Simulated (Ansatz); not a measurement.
Ansatz (a program for electronic structure) input (B3LYP-D3(BJ)/def2-TZVP):

Ansatz 0.2 input:
```yaml
crystal:
  periodic: [false, false, false]
  atoms:
    - {symbol: Cu, position_ang: [-0.41507514, -0.34612819, -0.57973474]}
    - {symbol: F, position_ang: [0.38554981, 0.36699699, 0.52851107]}
basis:
  gaussian:
    orbitals: def2-TZVP
hamiltonian:
  xc: b3lyp
  dispersion: d3bj
total_charge: -1
magnetization: {spin_polarized: true, initial_magnetization: 1}
relax: {f_tol: 0.002, max_steps: 150}
```

Output:

```
Functional definition: B3LYP
integrals: 0.02 GiB planned
708 factors; integrals over basis functions are off by at most 2.3e-4 eV
mean field: 0.34 GiB planned
mean field evaluation 1: about -47316.7903 eV, gradient 1.6e2 eV
mean field evaluation 2: about -47237.0535 eV, gradient 2.9e2 eV
mean field evaluation 4: about -47359.3559 eV, gradient 1.8e1 eV
mean field evaluation 8: about -47360.0325 eV, gradient 2.8e-1 eV
mean field evaluation 16: about -47360.1087 eV, gradient 1.8e-4 eV
mean field -47360.10870965 eV, -1740.4518932448 hartree, gradient 6.2e-5 eV, S^2 0.755036; 0 other end points of the search recorded, 0 dependent functions left out
the calculation of the forces begins
reference -47360.10887969 eV, -1740.4518994937 hartree; 20, 19 occupied and 56, 57 virtual orbitals, 708 factors
relax step   1: F+E_penalty+E_count = -47360.12861995 eV  Δ(F+E_penalty+E_count) = +0.000e0 eV  max|allowed force component| = 7.415e0 eV/Å  Δτ_max = 0.0000 Å  (33 SCF iters, accepted)
these checks for a lower state are left out or cut short: starts, cluster_reference, orbital_swaps, neighbouring_geometries, increment
integrals: 0.02 GiB planned
708 factors; integrals over basis functions are off by at most 3.4e-4 eV
mean field: 0.34 GiB planned
mean field -47360.85471064 eV, -1740.4793082759 hartree, gradient 3.5e-5 eV, S^2 0.754131; 0 other end points of the search recorded, 0 dependent functions left out
the calculation of the forces begins
reference -47360.85488368 eV, -1740.4793146348 hartree; 20, 19 occupied and 56, 57 virtual orbitals, 708 factors
relax step   2: F+E_penalty+E_count = -47360.87459611 eV  Δ(F+E_penalty+E_count) = -7.460e-1 eV  max|allowed force component| = 3.658e0 eV/Å  Δτ_max = 0.0499 Å  (37 SCF iters, accepted)
these checks for a lower state are left out or cut short: starts, cluster_reference, orbital_swaps, neighbouring_geometries, increment
integrals: 0.02 GiB planned
708 factors; integrals over basis functions are off by at most 4.7e-4 eV
mean field: 0.33 GiB planned
mean field evaluation 32: about -47361.2292 eV, gradient 1.2e-2 eV
mean field -47361.22924793 eV, -1740.4930722672 hartree, gradient 4.2e-5 eV, S^2 0.753235; 0 other end points of the search recorded, 0 dependent functions left out
the calculation of the forces begins
reference -47361.22942260 eV, -1740.4930786862 hartree; 20, 19 occupied and 56, 57 virtual orbitals, 708 factors
relax step   3: F+E_penalty+E_count = -47361.24910293 eV  Δ(F+E_penalty+E_count) = -3.745e-1 eV  max|allowed force component| = 1.240e0 eV/Å  Δτ_max = 0.0580 Å  (37 SCF iters, accepted)
these checks for a lower state are left out or cut short: starts, cluster_reference, orbital_swaps, neighbouring_geometries, increment
integrals: 0.02 GiB planned
708 factors; integrals over basis functions are off by at most 5.5e-4 eV
mean field: 0.33 GiB planned
mean field -47361.31629263 eV, -1740.4962711010 hartree, gradient 2.9e-5 eV, S^2 0.752611; 0 other end points of the search recorded, 0 dependent functions left out
the calculation of the forces begins
reference -47361.31646860 eV, -1740.4962775676 hartree; 20, 19 occupied and 56, 57 virtual orbitals, 708 factors
relax step   4: F+E_penalty+E_count = -47361.33615181 eV  Δ(F+E_penalty+E_count) = -8.705e-2 eV  max|allowed force component| = 1.147e-1 eV/Å  Δτ_max = 0.0656 Å  (38 SCF iters, accepted)
these checks for a lower state are left out or cut short: starts, cluster_reference, orbital_swaps, neighbouring_geometries, increment
integrals: 0.02 GiB planned
708 factors; integrals over basis functions are off by at most 5.4e-4 eV
mean field: 0.33 GiB planned
mean field -47361.31759695 eV, -1740.4963190338 hartree, gradient 1.6e-5 eV, S^2 0.752666; 0 other end points of the search recorded, 0 dependent functions left out
the calculation of the forces begins
reference -47361.31777247 eV, -1740.4963254840 hartree; 20, 19 occupied and 56, 57 virtual orbitals, 708 factors
relax step   5: F+E_penalty+E_count = -47361.33744911 eV  Δ(F+E_penalty+E_count) = -1.297e-3 eV  max|allowed force component| = 5.127e-3 eV/Å  Δτ_max = 0.0084 Å  (32 SCF iters, accepted)
these checks for a lower state are left out or cut short: starts, cluster_reference, orbital_swaps, neighbouring_geometries, increment
integrals: 0.02 GiB planned
708 factors; integrals over basis functions are off by at most 5.5e-4 eV
mean field: 0.33 GiB planned
mean field -47361.31759915 eV, -1740.4963191147 hartree, gradient 3.7e-5 eV, S^2 0.752664; 0 other end points of the search recorded, 0 dependent functions left out
the calculation of the forces begins
reference -47361.31777468 eV, -1740.4963255655 hartree; 20, 19 occupied and 56, 57 virtual orbitals, 708 factors
relax step   6: F+E_penalty+E_count = -47361.33745154 eV  Δ(F+E_penalty+E_count) = -2.427e-6 eV  max|allowed force component| = 9.152e-6 eV/Å  Δτ_max = 0.0003 Å  (26 SCF iters, accepted)
integrals: 0.02 GiB planned
708 factors; integrals over basis functions are off by at most 5.5e-4 eV
mean field: 0.33 GiB planned
mean field evaluation 64: about -47361.2648 eV, gradient 4.7e-1 eV
mean field -47361.31759915 eV, -1740.4963191147 hartree, gradient 3.7e-5 eV, S^2 0.752664; 1 other end points of the search recorded, 0 dependent functions left out
the calculation of the forces begins
reference -47361.31777468 eV, -1740.4963255655 hartree; 20, 19 occupied and 56, 57 virtual orbitals, 708 factors
Total energy: -47361.33762707 eV, -1740.4970551272 hartree
Atom 0 at    -0.501052    -0.422709    -0.698746 Å, force     0.000007     0.000006     0.000009 eV/Å
Atom 1 at     0.471526     0.443577     0.647522 Å, force    -0.000007    -0.000006    -0.000009 eV/Å
Dipole moment:    -0.218834    -0.194917    -0.302915 e Å
```

The spin state was set by rule; other spins were not relaxed.
